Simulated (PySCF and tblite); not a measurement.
Results of a calculation; reference values are marked as such.
C5H9BrO, numbered as in [Br:1][CH:2]1[CH2:3][CH2:4][O:5][CH2:6][CH2:7]1.

Search: ETKDG and KDG, MMFF94s, GFN2-xTB, 90 starts; geometries at PBE0-D3(BJ)/def2-SVP. Free energies are PBE0-D3(BJ)/def2-TZVP single points with GFN2-xTB rigid-rotor and vibrational terms (modes under about 100 cm⁻¹ blended into free rotors). Symmetry numbers and mirror images are counted. Conformers within 4 kcal/mol (GFN2-xTB free energy) were kept, 5 at most. Couplings: B3LYP/pcSseg-1 with pcJ-1 on H (gas phase; spin-dipole term only for pairs with B, N, F, Si or P). Couplings are for ¹H. Of two unlike H on one atom, a is the less shielded (PBE0/pcSseg-1). (PySCF 2.14, tblite 0.8.)

The 6-ring runs over atoms 2–3–4–5–6–7.

```
conformer                                       shape  weight %
        1  6-ring chair (all substituents equatorial)      72.1
        2                    6-ring chair (Br1 axial)      27.9
```

Q: Give the couplings in each conformer and the averages at 298.15 K (pairs that fast motion interchanges averaged).

A: 
| coupling | pairs | 1 | 2 | average (Hz) |
| --- | --- | --- | --- | --- |
| ³J(H2,H3b) | 2 | 13.3 | 3.7 | 10.7 |
| ³J(H2,H3a) | 2 | 5.5 | 4.2 | 5.1 |
| ⁴J(H2,H4b) | 2 | 0.3 | 1.1 | 0.5 |
| ⁴J(H2,H4a) | 2 | -0.4 | -1.0 | -0.6 |
| ²J(H3b,H3a) | 2 | -14.0 | -15.5 | -14.4 |
| ³J(H3b,H4b) | 2 | 13.4 | 2.0 | 10.2 |
| ³J(H3b,H4a) | 2 | 5.7 | 2.6 | 4.8 |
| ⁴J(H3b,H7b) | 1 | 0.2 | 2.1 | 0.8 |
| ³J(H3a,H4b) | 2 | 2.5 | 5.5 | 3.4 |
| ³J(H3a,H4a) | 2 | 2.1 | 12.8 | 5.1 |
| ⁴J(H3a,H7a) | 1 | 2.0 | 0.6 | 1.6 |
| ²J(H4b,H4a) | 2 | -13.3 | -13.1 | -13.3 |
| ⁴J(H4b,H6a) | 2 | -0.7 | -0.6 | -0.7 |
| ⁴J(H4a,H6a) | 1 | 0.8 | 0.7 | 0.8 |

Spin–orbit effects of the heavy atoms on shieldings are missing.
